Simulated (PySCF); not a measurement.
Job for PySCF: R-B3LYP/3-21G on CF4 (SMILES FC(F)(F)F).

```python
from pyscf import gto, scf, dft, mp
from pyscf.data.elements import chemcore

mol = gto.M(
    atom='''
    F    -0.70530000    1.00706946    0.34583593
    C    -0.00977418   -0.00812218   -0.14827193
    F    -0.01404889    0.05740400   -1.47300573
    F     1.23901705    0.05469303    0.29271550
    F    -0.55898065   -1.15088893    0.23904282
    ''',
    basis='3-21g',
    charge=0, spin=0, verbose=3, max_memory=1800)
mf = dft.RKS(mol, xc='b3lyp')
mf.conv_tol = 1e-8
mf.max_cycle = 100
mf.kernel()
if not mf.converged:
    mf = mf.newton().run(mf.mo_coeff, mf.mo_occ)
```

Output:

```
converged SCF energy = -435.099316296974
```

The run converged.

Cost: about 1.4 core-seconds (a rough figure).
